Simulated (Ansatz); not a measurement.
The same ligand exchange along the group F, Cl, Br.

Isolated molecules relaxed with PBE0-D4/def2-TZVP in Ansatz; ΔE leaves out vibrations. CBS: MP2 limit from def2 TZ/QZ plus the TZ coupled-cluster correction, frozen cores. This one scheme is used for every species. DFT in def2-TZVPP. B3LYP here is the variant with VWN-RPA as its local correlation; programs differ in this. For Br outer-core shells are correlated without core-valence functions, which leaves a few kJ/mol of doubt a bond. Scalar relativity is left out up to krypton. One conformer a species, not always the lowest.

```csv
reaction,B3LYP-D4 (kJ/mol),B97M-V (kJ/mol),CCSD(T)/CBS(def2) (kJ/mol)
`CO[Si]F` + `[SiH3]N[SiH3]` → `F[Si]N([SiH3])[SiH3]` + CH₃OH,43,46,38
`CO[Si]Cl` + `[SiH3]N[SiH3]` → `[SiH3]N([SiH3])[Si]Cl` + CH₃OH,42,45,35
`CO[Si]Br` + `[SiH3]N[SiH3]` → `[SiH3]N([SiH3])[Si]Br` + CH₃OH,43,47,35
```

Largest T1 diagnostic: 0.014, for `CO[Si]F`.
